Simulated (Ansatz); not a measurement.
OsSO3⁺, that is OsO3S with one electron fewer. The state is a doublet with charge 1. Geometry r2SCAN-D4/def2-SVP, that of the neutral singlet; atoms count from 1.

```xyz
5

Os   -0.031   -0.078    0.030
O    -1.602   -0.328   -0.602
O     1.011   -1.333   -0.487
O    -0.090   -0.036    1.740
S     0.712    1.775   -0.681
```

In the def2 sets Os takes a core potential; there is no spin–orbit coupling.

Problem. Estimate the Mulliken populations from the PBE0/def2-TZVP orbitals of Ansatz.

Solution. 
```csv
atom,charge (e),spin (α − β),d electrons
Os1,1.43,-0.18,5.47
O2,-0.19,0.38,–
O3,-0.23,-0.03,–
O4,-0.23,-0.03,–
S5,0.22,0.85,–
```
Mulliken values depend strongly on the basis.

Problem. Where does the spin sit?

Solution. Summed by element: Os -0.18, O 0.33, S 0.85, of 1 unpaired in all. Largest on single atoms: S5 0.85, O2 0.38, Os1 -0.18.

Problem. And the Mayer bond orders between heavy atoms (over 0.3)?

Solution. Os1–O2 1.73 (1.71 Å); Os1–O3 1.80 (1.71 Å); Os1–O4 1.80 (1.71 Å); Os1–S5 1.42 (2.12 Å).
